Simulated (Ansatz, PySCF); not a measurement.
Donor–acceptor adduct: BH3 (SMILES B) (first 4 atoms) with C2H6O (SMILES COC); geometry from B3LYP-D3(BJ)/def2-TZVP, rigid monomers moved along the line of their centres of mass till B1···O6 is 2.97 Å.
(charge 0, multiplicity 1):
```xyz
13

B      0.149     0.227     1.095
H      1.281     0.513     0.806
H     -0.686     1.020     0.750
H     -0.144    -0.931     0.901
C     -1.231     0.059     4.643
O      0.070     0.247     4.064
C      1.085    -0.541     4.708
H     -1.178     0.291     5.706
H     -1.560    -0.971     4.486
H     -1.899     0.745     4.132
H      1.096    -0.297     5.770
H      2.027    -0.273     4.242
H      0.880    -1.603     4.556
```

Monomers are frozen at their geometry in the pair; levels with a basis set take the counterpoise correction. Rows marked so take none.

Frozen-core correlation. Rows in 6-31G*, STO-3G carry no dispersion term and start afresh at each structure (6-31G* with six Cartesian d functions). MP2/6-31G* freezes PySCF's default core.

Programs: Ansatz (a program for electronic structure) with Gaussian orbitals; PySCF for 6-31G* rows, STO-3G rows, the dispersion terms. Values without a source in brackets are computed.

| level | interaction energy (kcal/mol) |
|---|---|
| HF/STO-3G (no counterpoise) | -4.20 |
| HF/6-31G* (no counterpoise) | -5.84 |
| r2SCAN-D3(BJ)/def2-TZVPPD | -6.46 |
| r2SCAN-D4/def2-TZVPPD | -6.43 |
| B3LYP/6-31G* (no counterpoise) | ___ |
| wB97M-V/def2-TZVPPD | ___ |
| MP2/6-31G* | -5.60 |
| CCSD/aug-cc-pVDZ | -5.56 |
| CCSD(T)/aug-cc-pVDZ | -5.77 |

**Question.** Fill in the missing entries.

**Answer.** 
- B3LYP/6-31G* (no counterpoise), interaction energy (kcal/mol): -6.69
- wB97M-V/def2-TZVPPD, interaction energy (kcal/mol): -6.02
